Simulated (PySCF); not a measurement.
C2H12OSi3, SMILES O[Si@@H]([SiH3])CC[SiH3]. Geometry optimised at PBE-D3(BJ)/def2-SVP. The structure was generated by enumeration; whether it is a known compound was not checked. The values are those of a single conformer.

Computed equilibrium geometry at PBE-D3(BJ)/def2-SVP (PySCF confirms it by a frequency run) as a Z-matrix (one conformer of several):
```
C
H 1 1.1125
H 1 1.1139 2 105.74
C 1 1.5423 2 110.63 3 119.22
H 4 1.1126 1 110.54 2 -176.59
H 4 1.1131 5 105.45 1 -119.47
Si 1 1.9012 2 106.87 3 -113.82
O 7 1.6939 1 111.53 2 -55.02
H 8 0.9758 7 114.42 1 -71.55
H 7 1.5149 8 110.90 9 48.75
Si 4 1.9012 5 106.93 6 -112.64
H 11 1.5038 4 111.40 5 -174.25
H 11 1.5046 12 109.28 4 121.82
H 11 1.5130 12 107.91 13 115.96
Si 7 2.3504 10 110.48 8 -116.73
H 15 1.5051 7 111.59 10 59.70
H 15 1.5066 16 108.74 7 -121.97
H 15 1.5082 16 108.40 17 -117.21
```
Charge 0, spin multiplicity 1.
